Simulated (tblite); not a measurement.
A tight-binding relaxation on `O[C@@H]1C[C@@H]2CC=[C][C@@H]21` [radical].

Computed with GFN2-xTB geometry optimisation, gas phase (tblite 0.8.0). Start geometry: from a force field or distance geometry. The command runs a driver script over a list of jobs; the input below is this job's line of settings and its coordinates in Å.

Command:
```bash
OMP_NUM_THREADS=1 python probes_run.py task.json out
```

Input:
```
{"job": {"kind": "relax", "xc": "GFN2-xTB", "basis": "xTB"}, "charge": 0, "multiplicity": 2}
O     -1.655800     1.005200     0.773700
C     -1.434600     0.066300    -0.209300
C     -0.804400    -1.244100     0.231500
C      0.481500    -0.754000    -0.399000
C      1.477600    -0.233600     0.627400
C      1.528300     1.225000     0.309700
C      0.600800     1.557400    -0.579100
C     -0.212700     0.413700    -1.001000
H     -2.129100     1.761400     0.312000
H     -2.348400    -0.066400    -0.835200
H     -0.747200    -1.379200     1.325900
H     -1.225800    -2.090000    -0.326600
H      0.957300    -1.467600    -1.075300
H      2.481600    -0.689300     0.465500
H      1.130700    -0.346900     1.678500
H      2.257900     1.886200     0.793500
H     -0.364600     0.367900    -2.102200
```

Output:
```
step      E/eV     max force
  0    -639.11528    2.962
  1    -639.37632    0.796
  2    -639.42714    0.680
  3    -639.48849    0.616
  4    -639.51424    0.492
  5    -639.54568    0.273
  6    -639.55713    0.202
  7    -639.56468    0.231
  8    -639.57139    0.227
  9    -639.57827    0.219
... (88 lines left out)
 98    -639.74202    0.026
 99    -639.74211    0.025
100    -639.74218    0.021
101    -639.74225    0.017
102    -639.74233    0.016
103    -639.74239    0.016
104    -639.74244    0.012
105    -639.74246    0.010
106    -639.74248    0.011
107    -639.74250    0.010
```

«max force» is the largest atomic force in eV/Å.

Q: From which step on does the largest force stay under 0.1 eV/Å, and how much energy is left to gain from there?

A: From step 60 (0.082 eV/Å), 10.1 meV above the end.

In short: energy lowered by 14.5 kcal/mol over 107 steps; largest atomic force 0.010 eV/Å at the end.

Q: Give the final coordinates.

A: 0.414 Å rms from the input after alignment:
```
atom  x, y, z in Å
O1    -2.2528    1.0136    0.2660
C2    -1.5621    0.0411   -0.4518
C3    -0.8541   -1.0737    0.3543
C4     0.4697   -0.7992   -0.3755
C5     1.6192   -0.2709    0.5011
C6     1.4324    1.2387    0.4548
C7     0.4809    1.5522   -0.3869
C8    -0.1970    0.4391   -1.0670
H9    -1.6108    1.5081    0.7934
H10   -2.2697   -0.3455   -1.1877
H11   -0.8145   -0.8470    1.4188
H12   -1.2655   -2.0709    0.2179
H13    0.7792   -1.5971   -1.0469
H14    2.5984   -0.5317    0.0933
H15    1.5615   -0.6538    1.5219
H16    2.0463    1.9000    1.0375
H17   -0.1681    0.5091   -2.1531
```

On one thread, Arm Neoverse V1 (aarch64), no GPU, shared host, this took 0.62 s wall.
Labels such as C1 count atoms from 1, the log's own numbers from 0.
